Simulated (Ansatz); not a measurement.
Isolated molecules relaxed with PBE0-D4/def2-TZVP in Ansatz; ΔE leaves out vibrations. CCSD(T)/CBS is the MP2 limit (def2-TZVPP, def2-QZVPP) plus CCSD(T) − MP2 in def2-TZVPP, frozen cores. This one scheme is used for every species. Functionals use def2-TZVPP. B3LYP here is the variant with VWN-RPA as its local correlation; programs differ in this. def2 core potentials past Kr. For Te outer-core shells are correlated without core-valence functions, which leaves a few kJ/mol of doubt a bond. One conformer a species, not always the lowest.

Reaction (ligand exchange at a Te–Si bond): `N[SiH2][TeH]` + PH₃ → `P[TeH]` + `N[SiH3]`

`N[SiH2][TeH]`:

```xyz
8

N    -1.308   -0.177    0.468
Si    0.033   -0.350   -0.586
Te    2.330    0.031    0.359
H    -1.360   -0.743    1.301
H    -1.662    0.749    0.648
H    -0.186    0.596   -1.705
H     0.116   -1.755   -1.054
H     2.035    1.649    0.568
```

PH₃:

Z-matrix (Å, degrees):
```
P
H 1 1.420
H 1 1.420 2 93.1
H 1 1.420 2 93.1 3 93.3
```

`P[TeH]`:

```xyz
5

P    -0.912    0.022   -0.215
Te    1.518   -0.008    0.213
H    -1.244    0.881    0.865
H    -1.211   -1.151    0.526
H     1.848    0.256   -1.389
```

`N[SiH3]`:

```xyz
7

N    -0.882    0.599   -0.041
Si    0.479   -0.453   -0.011
H    -0.940    1.318   -0.744
H    -1.286    0.916    0.826
H     0.684   -0.973   -1.387
H     1.769    0.159    0.430
H     0.176   -1.566    0.926
```

**Question.** Is it downhill or uphill in electronic energy at CCSD(T)/CBS, and by how much? (Best estimate.)

**Answer.** Computed: Uphill: ΔE = +0.39 eV.

**Question.** What do these levels give: CAM-B3LYP-D4, BLYP, r2SCAN, B3LYP, r2SCAN0, BHLYP, CAM-B3LYP, RPA@PBE/def2-TZVPP, HF/def2-SVP, CCSD/def2-TZVPP, HF/def2-QZVPP, MP2/CBS(def2)? (Best estimate.)

**Answer.** Computed: CAM-B3LYP-D4 0.38, BLYP 0.32, r2SCAN 0.40, B3LYP 0.34, r2SCAN0 0.40, BHLYP 0.35, CAM-B3LYP 0.36, RPA@PBE/def2-TZVPP 0.36, HF/def2-SVP 0.40, CCSD/def2-TZVPP 0.40, HF/def2-QZVPP 0.34, MP2/CBS(def2) 0.40 eV.

Largest T1 diagnostic among the species: 0.013.

Leaving LDA and LC-ωPBE aside and taking each functional with its dispersion term where it has one, the values, not all of them listed here, spread over 0.07 eV, from BLYP-D4 to r2SCAN0-D4. LDA lies +0.06 eV from PBE without D4. At CCSD(T), def2-SVP lies +0.05 eV from the extrapolated value and def2-TZVPP +0.01 eV. In def2-TZVPP, CCSD(T) changes the Hartree–Fock value by +0.05 eV (the triples alone add +0.00 eV) and MP2 by +0.06 eV.
